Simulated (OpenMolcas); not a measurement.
Nb4+ with 6 ligands (ammonia) in octahedral coordination (S6) at 2.1 Å. Ligand basis ANO-RCC-VDZP.
```
Nb    0.0000    0.0000    0.0000
N     2.1000    0.0000    0.0000
H     2.4821    0.9457    0.0000
H     2.4821   -0.4729    0.8190
H     2.4821   -0.4729   -0.8190
N     0.0000    2.1000    0.0000
H     0.0000    2.4821    0.9457
H     0.8190    2.4821   -0.4729
H    -0.8190    2.4821   -0.4729
N    -2.1000    0.0000    0.0000
H    -2.4821   -0.9457    0.0000
H    -2.4821    0.4729   -0.8190
H    -2.4821    0.4729    0.8190
N     0.0000   -2.1000    0.0000
H     0.0000   -2.4821   -0.9457
H    -0.8190   -2.4821    0.4729
H     0.8190   -2.4821    0.4729
N     0.0000    0.0000    2.1000
H     0.9457    0.0000    2.4821
H    -0.4729    0.8190    2.4821
H    -0.4729   -0.8190    2.4821
N     0.0000    0.0000   -2.1000
H    -0.9457    0.0000   -2.4821
H     0.4729   -0.8190   -2.4821
H     0.4729    0.8190   -2.4821
```

| Quantity | Value |
| --- | --- |
| Program | OpenMolcas |
| Method | SS-CASPT2, IPEA 0.25 Eh, imaginary shift 0.1 Eh (closed shells correlated: 4s 4p and the ligand valence shells) |
| Basis | ANO-RCC-VTZP [7s6p4d2f1g] |
| Scalar Hamiltonian | DKH2, point nucleus |
| Active space | 1 electron in 5 orbitals (4d) |
| State averaging | 2S+1 = 2 even, 5 roots |
| Spin-orbit coupling | RASSI with atomic mean-field integrals over the reference wave functions |

Question: What is the spin-free ground state?

Answer: A state of multiplicity 2, 1-fold in its orbital part; it has the highest spin that d1 allows.

Question: Where is the first state of the same spin?

Answer: A 2-fold state lies at 3.26 cm-1 above the ground state. The two act as a nearly degenerate pair, with unquenched orbital momentum.

Question: What are the lowest two levels with spin-orbit coupling?

Answer: A 2-fold level with g = 0.08, 0.08, 0.08, then a 2-fold level 2 cm-1 above it. Their leading multiplicities are 2 (100 %) and 2 (100 %).

Question: What is χT at 300 K, and how does it compare with the textbook value?

Answer: The lowest level has 2S+1 = 2, for which the spin-only value is χT = S(S+1) / 2 = 0.375 cm3 K/mol (g = 2). The computed 0.173 at 300 K differs by -0.202, through orbital momentum, spin-orbit coupling and any other state in reach.

Over all roots computed the reference weight is 0.69 to 0.70; a low but even weight reflects the number of correlated electrons. Spin-orbit coupling mixes the spin-free states strongly: the lowest level takes only 67 % from its leading state, an unlabelled state of the same spin as most of the rest. The least metal-like active orbital is 71 % on the metal (Löwdin) and no ligand orbital is active, so the numbers are rough. Ligand-to-metal charge-transfer states are missing. With one d shell and no ligand orbital active, 10Dq can be off by a tenth or more. No measured value stands beside these numbers; the geometry was imposed, not optimised, and the real ion may take another.
